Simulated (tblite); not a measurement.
A geometry optimisation, step by step.

C5H13BGeO.
SMILES with atom numbers: `[CH3:1][O:2][GeH2:3][BH:4][CH:5]1[CH2:6][CH2:7][CH2:8]1` (hydrogens: H9, H10, H11 on C1; H12, H13 on Ge3; H14 on B4; H15 on C5; H16, H17 on C6; H18, H19 on C7; H20, H21 on C8)

Computed with GFN2-xTB (tblite), gas phase: L-BFGS steps from a force-field or distance-geometry start until the largest atomic force falls under 0.01 eV/Å. 9 of its 234 geometries are shown.

Step 0: E = -666.5756 eV, largest atomic force 2.794 eV/Å
```
atom  x, y, z in Å  |  force x, y, z in eV/Å
C1      3.529   -0.395    1.010    0.358  -0.123  -0.882
O2      2.116   -0.267    0.945    0.657  -0.046  -0.020
Ge3     1.796    0.479   -0.638   -1.530   0.718  -0.437
B4     -0.111    1.088   -0.851   -0.128  -0.063   0.215
C5     -1.298    0.660    0.101    1.155   1.721  -1.874
C6     -2.517    0.321   -0.762   -1.171   1.100  -0.239
C7     -2.811   -0.772    0.250   -0.424  -0.829  -0.553
C8     -1.315   -0.760    0.568   -0.212  -0.923   2.120
H9      3.848   -1.370    1.411   -0.289   0.511   0.296
H10     3.982    0.475    1.513   -0.125  -0.536   0.147
H11     3.883   -0.365   -0.049    0.555  -0.185   0.696
H12     2.138   -0.570   -1.718    0.457   0.225   0.235
H13     2.705    1.739   -0.714    0.185  -0.553  -0.114
H14    -0.385    1.648   -1.855    0.073   0.064   0.296
H15    -1.566    1.389    0.884    0.114  -0.441  -0.186
H16    -3.274    1.137   -0.785    0.348  -0.564  -0.587
H17    -2.224   -0.049   -1.769   -0.453   0.331   0.712
H18    -3.457   -0.356    1.047    0.424  -0.613  -0.317
H19    -3.190   -1.712   -0.183   -0.185   0.297   0.460
H20    -0.771   -1.499   -0.052   -0.078   0.612   0.518
H21    -1.087   -0.803    1.648    0.270  -0.702  -0.486
```

Step 29: E = -667.4528 eV, largest atomic force 0.110 eV/Å
```
atom  x, y, z in Å  |  force x, y, z in eV/Å
C1      3.627   -0.460    1.063   -0.050   0.013   0.002
O2      2.279   -0.186    0.752   -0.053   0.021  -0.066
Ge3     1.808    0.591   -0.794    0.099  -0.045  -0.014
B4     -0.124    1.139   -0.922   -0.054  -0.015   0.022
C5     -1.325    0.650   -0.066   -0.002  -0.023   0.046
C6     -2.692    0.323   -0.727   -0.010  -0.030   0.028
C7     -2.856   -0.847    0.253    0.063  -0.031   0.040
C8     -1.369   -0.734    0.621    0.013  -0.015   0.017
H9      3.654   -1.373    1.660   -0.007  -0.013   0.036
H10     4.054    0.360    1.643    0.005   0.015   0.027
H11     4.245   -0.604    0.174   -0.042  -0.028  -0.032
H12     2.309   -0.376   -1.871    0.002   0.008   0.018
H13     2.821    1.718   -0.974    0.012   0.025   0.004
H14    -0.341    1.919   -1.768   -0.045   0.012  -0.035
H15    -1.502    1.422    0.695    0.038   0.018   0.007
H16    -3.450    1.103   -0.681    0.020  -0.016  -0.026
H17    -2.583   -0.010   -1.757   -0.002   0.032  -0.004
H18    -3.511   -0.593    1.086    0.028  -0.031  -0.023
H19    -3.175   -1.800   -0.170    0.003   0.077  -0.014
H20    -0.752   -1.466    0.100   -0.006   0.022   0.035
H21    -1.124   -0.758    1.683   -0.012   0.006  -0.069
```

Step 58: E = -667.5072 eV, largest atomic force 0.100 eV/Å
```
atom  x, y, z in Å  |  force x, y, z in eV/Å
C1      3.336   -0.524    1.113    0.005   0.015  -0.036
O2      2.079   -0.124    0.628   -0.035  -0.066   0.049
Ge3     1.817    0.664   -0.946   -0.004  -0.051   0.008
B4     -0.133    1.135   -1.062    0.002   0.018  -0.041
C5     -1.234    0.684   -0.060   -0.068   0.048  -0.047
C6     -2.651    0.365   -0.604   -0.063  -0.071  -0.031
C7     -2.682   -0.907    0.257    0.001   0.001  -0.020
C8     -1.201   -0.709    0.612   -0.019  -0.011   0.004
H9      3.177   -1.261    1.906   -0.011   0.080  -0.041
H10     3.876    0.336    1.518    0.061  -0.042   0.035
H11     3.946   -0.977    0.326    0.019  -0.020   0.032
H12     2.459   -0.274   -1.974   -0.023   0.021   0.034
H13     2.794    1.834   -1.016    0.045   0.015   0.027
H14    -0.430    1.827   -1.958   -0.091   0.019   0.000
H15    -1.317    1.459    0.709    0.045   0.033   0.037
H16    -3.433    1.098   -0.406    0.081  -0.013   0.042
H17    -2.646    0.153   -1.672   -0.020  -0.011  -0.021
H18    -3.340   -0.817    1.122    0.038  -0.023  -0.068
H19    -2.920   -1.827   -0.276   -0.006   0.046   0.034
H20    -0.527   -1.398    0.107   -0.028  -0.036  -0.010
H21    -0.979   -0.723    1.675    0.068   0.048   0.013
```

Step 87: E = -667.5260 eV, largest atomic force 0.023 eV/Å
```
atom  x, y, z in Å  |  force x, y, z in eV/Å
C1      3.233   -0.551    1.134    0.005  -0.001   0.006
O2      1.995   -0.125    0.624   -0.004   0.001   0.007
Ge3     1.806    0.711   -0.942   -0.005  -0.003  -0.013
B4     -0.149    1.152   -1.152   -0.008   0.005   0.010
C5     -1.216    0.701   -0.116    0.003  -0.006   0.007
C6     -2.665    0.369   -0.554    0.007   0.003   0.000
C7     -2.606   -0.932    0.259    0.004  -0.002   0.003
C8     -1.121   -0.688    0.563    0.004   0.002  -0.001
H9      3.033   -1.155    2.021   -0.007   0.004   0.008
H10     3.858    0.300    1.418    0.019  -0.005  -0.012
H11     3.783   -1.157    0.409    0.008   0.003   0.001
H12     2.466   -0.215   -1.964    0.010  -0.001   0.003
H13     2.828    1.848   -0.920   -0.013   0.006   0.005
H14    -0.477    1.787   -2.079   -0.003  -0.007   0.000
H15    -1.232    1.480    0.657    0.003   0.000  -0.009
H16    -3.427    1.080   -0.240    0.005   0.010   0.000
H17    -2.762    0.209   -1.626   -0.004  -0.004  -0.005
H18    -3.237   -0.915    1.146   -0.001   0.003   0.003
H19    -2.818   -1.839   -0.303   -0.010  -0.001  -0.007
H20    -0.449   -1.371    0.048   -0.008   0.001  -0.010
H21    -0.851   -0.671    1.616   -0.003  -0.008   0.000
```

Step 116: E = -667.5309 eV, largest atomic force 0.019 eV/Å
```
atom  x, y, z in Å  |  force x, y, z in eV/Å
C1      3.246   -0.535    1.147    0.008   0.000   0.003
O2      2.011   -0.079    0.655   -0.005  -0.010   0.008
Ge3     1.820    0.746   -0.917    0.004  -0.005   0.001
B4     -0.145    1.112   -1.171    0.006  -0.003  -0.018
C5     -1.206    0.670   -0.127    0.012  -0.006   0.000
C6     -2.673    0.392   -0.535    0.001  -0.006   0.009
C7     -2.639   -0.918    0.263   -0.001  -0.008   0.006
C8     -1.134   -0.744    0.506   -0.004  -0.008   0.002
H9      3.061   -1.004    2.115   -0.008   0.006   0.008
H10     3.957    0.285    1.278   -0.004   0.004  -0.001
H11     3.695   -1.274    0.477    0.007   0.005  -0.008
H12     2.551   -0.145   -1.922   -0.005  -0.004  -0.001
H13     2.784    1.931   -0.866    0.004   0.003  -0.001
H14    -0.478    1.690   -2.134   -0.004   0.008   0.001
H15    -1.178    1.420    0.674   -0.002  -0.006   0.005
H16    -3.402    1.127   -0.199   -0.006   0.004  -0.003
H17    -2.799    0.241   -1.605    0.005   0.016  -0.005
H18    -3.229   -0.880    1.177   -0.001   0.003   0.005
H19    -2.920   -1.809   -0.296    0.003  -0.004   0.001
H20    -0.516   -1.435   -0.064   -0.008   0.007  -0.011
H21    -0.814   -0.774    1.545    0.002   0.005  -0.003
```

Step 146: E = -667.5339 eV, largest atomic force 0.011 eV/Å
```
atom  x, y, z in Å  |  force x, y, z in eV/Å
C1      3.252   -0.479    1.181    0.001  -0.004   0.005
O2      2.007   -0.113    0.644    0.000   0.009   0.001
Ge3     1.827    0.713   -0.930   -0.010   0.004   0.004
B4     -0.136    1.095   -1.180    0.001  -0.002   0.001
C5     -1.187    0.631   -0.136   -0.002   0.000   0.001
C6     -2.673    0.420   -0.509    0.005   0.006  -0.002
C7     -2.671   -0.900    0.274    0.002   0.001  -0.001
C8     -1.147   -0.816    0.424    0.002   0.001  -0.002
H9      3.076   -0.864    2.188    0.002   0.000  -0.011
H10     3.933    0.375    1.240    0.003  -0.008   0.007
H11     3.732   -1.258    0.581   -0.003   0.009   0.006
H12     2.564   -0.165   -1.940    0.003  -0.010   0.001
H13     2.790    1.896   -0.854    0.007   0.004  -0.006
H14    -0.469    1.708   -2.119   -0.004  -0.003  -0.002
H15    -1.115    1.329    0.709    0.003  -0.003  -0.004
H16    -3.365    1.183   -0.157   -0.003  -0.007   0.006
H17    -2.822    0.282   -1.579   -0.002   0.003   0.004
H18    -3.194   -0.829    1.226   -0.004   0.002  -0.001
H19    -3.044   -1.767   -0.267   -0.001  -0.005   0.000
H20    -0.612   -1.504   -0.228   -0.001   0.006  -0.001
H21    -0.755   -0.919    1.432    0.002  -0.004  -0.007
```

Step 175: E = -667.5404 eV, largest atomic force 0.016 eV/Å
```
atom  x, y, z in Å  |  force x, y, z in eV/Å
C1      3.175   -0.343    1.291    0.004   0.002   0.003
O2      1.971    0.089    0.710    0.004  -0.006  -0.003
Ge3     1.835    0.694   -0.967   -0.007  -0.011   0.001
B4     -0.128    1.067   -1.233   -0.001   0.000   0.006
C5     -1.128    0.583   -0.149    0.007  -0.011   0.002
C6     -2.651    0.493   -0.386    0.005   0.004  -0.004
C7     -2.660   -0.891    0.276    0.003   0.007   0.004
C8     -1.129   -0.934    0.203    0.007  -0.007   0.004
H9      2.945   -0.698    2.298    0.000  -0.001  -0.005
H10     3.904    0.469    1.359    0.004   0.012  -0.005
H11     3.626   -1.160    0.720   -0.003   0.002   0.005
H12     2.533   -0.362   -1.825    0.000  -0.004   0.001
H13     2.849    1.831   -1.070    0.006   0.005   0.003
H14    -0.490    1.630   -2.192   -0.003  -0.007   0.001
H15    -0.926    1.131    0.777    0.000   0.004  -0.002
H16    -3.258    1.259    0.094    0.000  -0.003  -0.002
H17    -2.905    0.455   -1.444   -0.009   0.012   0.004
H18    -3.025   -0.859    1.301   -0.005  -0.005  -0.001
H19    -3.188   -1.677   -0.261    0.006  -0.004  -0.010
H20    -0.761   -1.552   -0.616   -0.009   0.011   0.005
H21    -0.600   -1.206    1.112   -0.009   0.001  -0.008
```

Step 204: E = -667.5475 eV, largest atomic force 0.069 eV/Å
```
atom  x, y, z in Å  |  force x, y, z in eV/Å
C1      3.231   -0.087    1.409    0.026   0.040   0.004
O2      2.014    0.204    0.774   -0.031   0.001  -0.035
Ge3     1.865    0.578   -0.971   -0.009  -0.006  -0.004
B4     -0.110    0.867   -1.251   -0.025  -0.004  -0.030
C5     -1.060    0.478   -0.092    0.007  -0.037  -0.008
C6     -2.592    0.638   -0.157   -0.020  -0.024  -0.002
C7     -2.755   -0.849    0.188   -0.025   0.026  -0.007
C8     -1.269   -1.076   -0.108   -0.005  -0.007  -0.008
H9      3.030   -0.186    2.477   -0.008  -0.012   0.027
H10     3.964    0.711    1.260    0.008  -0.008  -0.003
H11     3.662   -1.022    1.041    0.009  -0.010  -0.016
H12     2.583   -0.568   -1.687   -0.008   0.005   0.006
H13     2.860    1.710   -1.220    0.002  -0.007   0.006
H14    -0.522    1.215   -2.291    0.028  -0.012   0.062
H15    -0.682    0.749    0.895   -0.006   0.021  -0.002
H16    -3.029    1.343    0.547    0.006   0.007   0.029
H17    -2.946    0.879   -1.158    0.007  -0.004  -0.009
H18    -2.999   -1.008    1.237    0.018   0.000  -0.027
H19    -3.455   -1.414   -0.426    0.011   0.014   0.005
H20    -1.105   -1.511   -1.094    0.016  -0.006   0.020
H21    -0.694   -1.632    0.627    0.002   0.025  -0.011
```

Step 233: E = -667.5508 eV, largest atomic force 0.008 eV/Å
```
atom  x, y, z in Å  |  force x, y, z in eV/Å
C1      3.264   -0.077    1.388   -0.003  -0.004  -0.006
O2      2.030    0.196    0.774    0.003  -0.001   0.000
Ge3     1.853    0.543   -0.972   -0.001   0.006   0.000
B4     -0.122    0.849   -1.232    0.006  -0.005   0.003
C5     -1.068    0.491   -0.061   -0.001   0.003   0.003
C6     -2.600    0.654   -0.142   -0.003   0.000  -0.001
C7     -2.773   -0.846    0.130    0.002  -0.005  -0.001
C8     -1.268   -1.063   -0.060   -0.001  -0.002   0.003
H9      3.071   -0.255    2.449    0.003   0.002  -0.006
H10     3.956    0.763    1.288    0.000   0.000   0.004
H11     3.738   -0.964    0.959   -0.004   0.003   0.005
H12     2.549   -0.622   -1.676   -0.001  -0.003  -0.002
H13     2.854    1.661   -1.258   -0.003  -0.003   0.001
H14    -0.537    1.182   -2.273    0.001   0.002  -0.002
H15    -0.691    0.790    0.917    0.003   0.001   0.005
H16    -3.039    1.319    0.599    0.000   0.002  -0.002
H17    -2.943    0.952   -1.131   -0.003   0.001  -0.001
H18    -3.102   -1.057    1.146    0.001   0.000   0.000
H19    -3.415   -1.383   -0.566   -0.003   0.000  -0.003
H20    -1.021   -1.530   -1.013   -0.001   0.000  -0.001
H21    -0.744   -1.588    0.735    0.003   0.002   0.000
```

Question: Summarise the path.

Answer: The energy falls by 0.9752 eV from step 0 to step 233; nine tenths of that is first reached at step 30. It rises by more than 0.2 meV at steps 162 and 190. The largest force goes from 2.794 to 0.008 eV/Å. Among the bonds C5–C8 changes most, from 1.494 to 1.567 Å; the atoms move by 0.866 Å rms after alignment.

Question: Follow the three bonds and two angles with the largest change from start to end.

Answer: 
```tsv
step	E above end (eV)	largest force (eV/Å)	C5–C8 (Å)	B4–C5 (Å)	Ge3–H13 (Å)	C1–O2–Ge3 (°)	B4–C5–C6 (°)
0	0.9752	2.794	1.494	1.581	1.555	105.0	108.6
10	0.2418	0.365	1.565	1.552	1.520	113.7	113.3
20	0.1179	0.139	1.548	1.558	1.531	119.9	119.6
30	0.0964	0.109	1.545	1.552	1.526	121.8	120.8
41	0.0766	0.106	1.544	1.549	1.532	122.0	119.1
51	0.0604	0.097	1.548	1.556	1.532	123.3	117.9
61	0.0373	0.143	1.550	1.555	1.528	124.1	118.8
71	0.0285	0.061	1.549	1.553	1.529	125.1	119.9
81	0.0252	0.033	1.549	1.553	1.528	123.8	120.9
91	0.0241	0.051	1.548	1.552	1.529	123.4	121.2
101	0.0221	0.027	1.549	1.552	1.528	122.6	121.5
111	0.0205	0.034	1.551	1.553	1.528	123.2	121.4
122	0.0196	0.018	1.551	1.553	1.529	123.4	121.5
132	0.0189	0.038	1.551	1.553	1.529	123.3	121.4
142	0.0172	0.040	1.552	1.553	1.529	123.3	121.9
152	0.0166	0.015	1.552	1.552	1.529	123.3	122.1
162	0.0143	0.167	1.553	1.550	1.535	123.5	122.8
172	0.0106	0.018	1.557	1.551	1.528	123.7	123.0
182	0.0100	0.027	1.557	1.551	1.528	124.0	123.0
192	0.0074	0.065	1.560	1.551	1.528	123.6	123.5
203	0.0032	0.042	1.565	1.548	1.528	123.8	123.6
213	0.0020	0.022	1.566	1.547	1.527	123.9	123.6
223	0.0010	0.031	1.567	1.546	1.527	123.4	123.3
233	0.0000	0.008	1.567	1.547	1.528	123.5	122.9
```

What follows is the cost of the whole relaxation. The run took 3.2 s of wall time on one thread, Arm Neoverse N1 (aarch64), no GPU (shared host).
